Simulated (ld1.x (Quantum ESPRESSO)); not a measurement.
## An all-electron radial function and its pseudo partner (Ti (Z = 22))

Columns: radius, all-electron u(r) and pseudo u(r) of the 4s shell (level -10.60 eV) of titanium in the configuration [Ne] 3s2 3p6 3d2 4s1 4p0; LDA (PZ), scalar-relativistic, ultrasoft scheme, ld1.x (Quantum ESPRESSO) 7.5.

| r (bohr) | all-electron | pseudo |
| --- | --- | --- |
| 0.128 | -0.0876 | -0.0169 |
| 0.255 | -0.1682 | -0.0345 |
| 0.382 | -0.0124 | -0.0540 |
| 0.510 | 0.1663 | -0.0762 |
| 0.638 | 0.2742 | -0.1016 |
| 0.765 | 0.2994 | -0.1303 |
| 0.893 | 0.2602 | -0.1630 |
| 1.020 | 0.1803 | -0.1990 |
| 1.148 | 0.0781 | -0.2387 |
| 1.275 | -0.0307 | -0.2807 |
| 1.402 | -0.1377 | -0.3245 |
| 1.530 | -0.2379 | -0.3697 |
| 1.658 | -0.3274 | -0.4146 |
| 1.785 | -0.4040 | -0.4578 |
| 1.912 | -0.4682 | -0.4984 |
| 2.040 | -0.5207 | -0.5355 |
| 2.168 | -0.5618 | -0.5677 |
| 2.295 | -0.5922 | -0.5938 |
| 2.422 | -0.6133 | -0.6135 |
| 2.550 | -0.6263 | -0.6263 |
| 2.678 | -0.6320 | -0.6320 |
| 2.805 | -0.6314 | -0.6314 |
| 2.932 | -0.6255 | -0.6255 |
| 3.060 | -0.6152 | -0.6152 |
| 3.188 | -0.6011 | -0.6011 |
| 3.315 | -0.5841 | -0.5841 |

**Question.** How many radial nodes do the two functions have?

**Answer.** The all-electron 4s function has n − l − 1 = 3 (the table is too coarse to show those close to the nucleus); the pseudo-wave has 0, since the states of the same l below it are removed with the core.

**Question.** At about which radius was the pseudo-wave matched?

**Answer.** 2.55 bohr. The columns agree to 0.0005 from 2.42 bohr on; several derivatives are matched, so the curves merge somewhat inside the radius.

**Question.** Is the pseudo-wave norm-conserving?

**Answer.** No, it belongs to an ultrasoft set: the norm inside the radius is not constrained, and the difference is carried by the augmentation charge.
